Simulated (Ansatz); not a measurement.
One change: `F[SiH](Cl)[SiH2][SiH3]` becomes `F[SiH]([SiH3])Cl`.

Ansatz, PBE0-D4/def2-TZVP geometries, multiplicity 1. Each molecule was computed in one conformer, which needn't be the lowest.

```json
{"property": "size of the dipole moment (PBE/def2-TZVPP) / D", "`F[SiH](Cl)[SiH2][SiH3]`": "1.61"}
{"property": "LUMO energy (ωB97M-V/def2-TZVPP) / eV", "`F[SiH](Cl)[SiH2][SiH3]`": "0.96"}
{"property": "HOMO–LUMO gap (ωB97M-V/def2-TZVPP) / eV", "`F[SiH](Cl)[SiH2][SiH3]`": "11.07"}
{"property": "HOMO–LUMO gap (PBE/def2-TZVPP) / eV", "`F[SiH](Cl)[SiH2][SiH3]`": "5.35"}
{"property": "HOMO–LUMO gap (B3LYP/def2-TZVPP) / eV", "`F[SiH](Cl)[SiH2][SiH3]`": "6.97"}
{"property": "HOMO energy (B3LYP/def2-TZVPP) / eV", "`F[SiH](Cl)[SiH2][SiH3]`": "-7.92"}
```

Problem. What does the change do to each property? (Best estimate.)

Solution. Ansatz gave: 
```json
{"property": "size of the dipole moment (PBE/def2-TZVPP) / D", "`F[SiH]([SiH3])Cl`": "1.46", "shift": "-0.15"}
{"property": "LUMO energy (ωB97M-V/def2-TZVPP) / eV", "`F[SiH]([SiH3])Cl`": "1.22", "shift": "0.26"}
{"property": "HOMO–LUMO gap (ωB97M-V/def2-TZVPP) / eV", "`F[SiH]([SiH3])Cl`": "11.68", "shift": "0.61"}
{"property": "HOMO–LUMO gap (PBE/def2-TZVPP) / eV", "`F[SiH]([SiH3])Cl`": "5.72", "shift": "0.37"}
{"property": "HOMO–LUMO gap (B3LYP/def2-TZVPP) / eV", "`F[SiH]([SiH3])Cl`": "7.44", "shift": "0.47"}
{"property": "HOMO energy (B3LYP/def2-TZVPP) / eV", "`F[SiH]([SiH3])Cl`": "-8.20", "shift": "-0.28"}
```

With PBE0 the HOMO falls by 0.27 eV and the LUMO rises by 0.23 eV, so the gap widens by about 0.50 eV. PBE moves the HOMO by -0.19 eV and ωB97M-V by -0.34 eV. Dipoles are sizes alone; their direction can turn.

B3LYP here is the variant with VWN-RPA as its local correlation; programs differ in this.
